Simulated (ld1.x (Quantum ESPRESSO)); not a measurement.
**silver (Ag), RRKJ: configuration errors across variants**

| Quantity | Value |
| --- | --- |
| Element | silver (Ag) |
| Generator | ld1.x (Quantum ESPRESSO) 7.5 |
| Type | norm-conserving RRKJ (Kleinman–Bylander form) |
| Functional | revPBE |
| Relativity | scalar-relativistic |
| Frozen core | [Ar] 3d10 |
| Valence charge | 19 |
| Reference configuration | 4s2 4p6 4d9 5s0 5p0 (charge +2) |
| Partial waves | 4s (bound): rc 1.55 bohr; 4d (bound): rc 1.65 bohr; 4p (bound): rc 1.20 bohr |
| Local potential | the p channel |
| Core correction | none |

All-electron excitation energies from the reference (eV): (1) 4s2 4p6 4d10 5s1 5p0 -29.641; (2) 4s2 4p6 4d10 5s0 5p0 -22.024; (3) 4s2 4p6 4d8 5s0 5p0 36.112; (4) 4s2 4p6 4d9 5s1 5p1 -21.040; (5) 4s2 4p6 4d9 5s2 5p0 -25.510; (6) 4s1 4p6 4d10 5s1 5p0 72.347; (7) 4s2 4p6 4d10 5s0 5p1 -25.824.

A true bound ghost makes a file unfit for plane-wave use even where its test errors are small: the radial tests pick states by their node count and pass the ghost by.

Errors AE − PS in meV (a dash: test not solved or not reliable):

```tsv
change	(1)	(2)	(3)	(4)	(5)	(6)	(7)	bound ghosts
base	+836	+2.4	+2.2	+1206	+2110	+1248	+23	none
wave 4d (bound): rc 1.65 bohr becomes 4d (bound): rc 1.28 bohr	+839	+3.5	+1.3	+1207	+2113	+1293	+24	none
wave 4d (bound): rc 1.65 bohr becomes 4d (bound): rc 1.44 bohr	+838	+3.1	+1.4	+1207	+2112	+1282	+24	none
wave 4d (bound): rc 1.65 bohr becomes 4d (bound): rc 1.66 bohr	+836	+2.4	+2.2	+1206	+2110	+1248	+23	none
wave 4d (bound): rc 1.65 bohr becomes 4d (bound): rc 1.90 bohr	+828	+2.2	+10	+1204	+2104	+1150	+20	none
wave 4d (bound): rc 1.65 bohr becomes 4d (bound): rc 2.04 bohr	+818	+4.7	+24	+1200	+2095	+1070	+20	none
wave 4d (bound): rc 1.65 bohr becomes 4d (bound): rc 2.28 bohr	+797	+18	+67	+1182	+2061	+932	+22	none
wave 4d (bound): rc 1.65 bohr becomes 4d (bound): rc 2.48 bohr	+774	+43	+131	+1150	+2003	+807	+32	p (extra level of the local part)
```

(1) Give the same row for: wave 4d (bound): rc 1.65 bohr becomes 4d (bound): rc 1.10 bohr.

Results:

(1) +840, +3.7, +1.4, +1208, +2114, +1302, +25; bound ghosts: none.
